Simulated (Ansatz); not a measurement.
Ideal-gas functions of CH$_{6}$GeN (`[CH3][GeH][NH2]`) radical at 298.15 K and 1 bar, from an Ansatz frequency run at PBE0-D4/def2-TZVP.

Molar mass 104.68 g/mol, point group C1 (symmetry number 1), electronic degeneracy 2, moments of inertia 36.908, 83.297, 112.627 u Å². Harmonic wavenumbers (cm⁻¹, unscaled): 114, 176, 251, 531, 542, 584, 632, 688, 780, 838, 887, 1240, 1446, 1451, 1579, 2039, 3057, 3149, 3160, 3559, 3656.

Use S(trans) = R[1.5 ln M + 2.5 ln T − 1.1517]; rotational temperatures θ = 24.2544 K / I; S(rot) = R[ln(√π/σ · √(T³/θAθBθC)) + 1.5]; for each mode x = 1.438777 ν̃/T, S = R[x/(eˣ − 1) − ln(1 − e⁻ˣ)] and H = RT x/(eˣ − 1); 1 cm⁻¹ = 0.0119627 kJ/mol; R = 8.31446 J/(mol·K).

Task: By hand: the entropy, in J/(mol·K).

Result: Translation 166.9. Rotation: θ = 0.6572, 0.2912, 0.2154 K, giving 101.5. Vibration, mode by mode: 13.39, 9.92, 7.21, 2.45, 2.35, 2.00, 1.66, 1.34, 0.94, 0.75, 0.62, 0.15, 0.06, 0.06, 0.04, 0.00, 0.00, 0.00, 0.00, 0.00, 0.00, in all 42.9. Electronic 5.8. Sum 317.1 J/(mol·K).

Task: By hand: H − E and G − E in kJ/mol, counted from the electronic energy.

Result: Zero-point energy ½ × 30359 × 0.0119627 = 181.6; thermal vibration 7.5; translation, rotation and pV give 4 RT = 9.9. H − E = 199.0 kJ/mol, and G − E = 199.0 − 298.15 × 317.1/1000 = 104.5 kJ/mol.

Vibration gives 14 % of the entropy, 13.4 J/(mol·K) of it from the mode under 150 cm⁻¹: soft modes count most, and the harmonic formula is weakest for them. The sum counts one conformer and one mirror image; others add a mixing term.
